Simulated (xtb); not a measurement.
P2, charge +1, doublet, at a GFN2-xTB geometry (a state made from the parent by changing its charge; the spin is typed, not shown lowest). Base run: GFN2-xTB run with xtb.

Geometry (Å):
```xyz
2

P      0.0000     0.0000    -0.9849
P      0.0000     0.0000     0.9849
```
Charge +1, spin multiplicity 2.
All else is at xtb's defaults.
Base energy -4.50724 Eh.

Variants of this job, named by their change:

```csv
change,ΔE vs base (kJ/mol),G_solv (kcal/mol),SCF cycles
base,0.00,-,8
etemp = 3000,-34.1,-,8
etemp = 10000,-223.6,-,9
alpb = acetonitrile,-214.7,-51.32,8
alpb = dmso,-210.0,-50.20,8
alpb = ether,-200.6,-47.95,8
gbsa = acetonitrile,-240.1,-57.38,8
acc = 0.1,0.00,-,8
alpb = acetone,-203.7,-48.68,8
etemp = 1000,-8.08,-,8
```

ALPB and GBSA are two models with their own fitted parameters for each solvent, which aren't always the measured dielectric constant.
